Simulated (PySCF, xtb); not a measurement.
FHSeTe, SMILES F[Te][SeH].

The structure is a stationary point at PBE0-D3(BJ)/def2-TZVP. The def2 effective core potentials stand for the cores of Te; spin–orbit coupling is left out. The values are those of a single conformer.

The numbers are results of C-PCM-B3LYP/def2-SVP run with PySCF, not measurements.

The values are the electrostatic part of the solvation free energy, E(continuum) − E(gas) at the gas-phase geometry, in a cavity of scaled van der Waals radii (PySCF's table); cavitation and dispersion terms are not included. In vacuum the orbital gap is 4.16 eV. The dipole moment in vacuum is 2.37 D.

Question: Estimate the values in water (ε = 78.36), dimethylsulfoxide (ε = 46.83), toluene (ε = 2.37). (Estimate from the structure and the level; the computed values follow.)

Answer: 
| solvent | ε | ΔG(elec) (kcal/mol) | dipole (D) | gap (eV) |
|---|---|---|---|---|
| water | 78.36 | -4.3 | 3.06 | 4.20 |
| dimethylsulfoxide | 46.83 | -4.2 | 3.05 | 4.20 |
| toluene | 2.37 | -2.3 | 2.73 | 4.18 |

For comparison, GFN2-xTB/ALPB(water) (xtb, at the GFN2-xTB geometry, all terms of that model) gives -4.5 kcal/mol.
